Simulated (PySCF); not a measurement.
AgCl, SMILES [Cl][Ag], multiplicity 1.

Coordinates come from a B3LYP-D3(BJ)/def2-TZVPD optimisation. The multiplicity is an assumed one; other spin states were not compared. The def2 effective core potentials stand for the cores of Ag; spin–orbit coupling is left out.

Two levels are set side by side: PBE/def2-TZVPD (PySCF) and M06-2X/def2-TZVPD (PySCF). Same geometry, gas phase. Differences are taken from unrounded values.

| quantity | M06-2X |
|---|---|
| orbital gap (eV) | 6.20 |
| highest occupied level (eV) | -8.78 |
| lowest empty level (eV) | -2.57 |
| dipole moment (D) | 6.30 |
| mean polarisability (bohr³) | 39.1 |

Problem. What does PBE give, and how far is it from M06-2X? (The exact figures need the calculation; the answer reports its results.)

Solution. 
| quantity | PBE | PBE minus M06-2X |
|---|---|---|
| orbital gap (eV) | 2.22 | -3.98 |
| highest occupied level (eV) | -6.39 | 2.39 |
| lowest empty level (eV) | -4.17 | -1.59 |
| dipole moment (D) | 5.16 | -1.14 |
| mean polarisability (bohr³) | 45.0 | 5.9 |

Without exact exchange PBE keeps part of each electron's self-repulsion, which lifts occupied levels and narrows the gap. Loosely held outer electrons make PBE densities more polarisable. Differences between two approximate levels are no errors against the true value.

Rough cost on one machine, each run with all the roots and properties that it gave: M06-2X against PBE about 3 times.
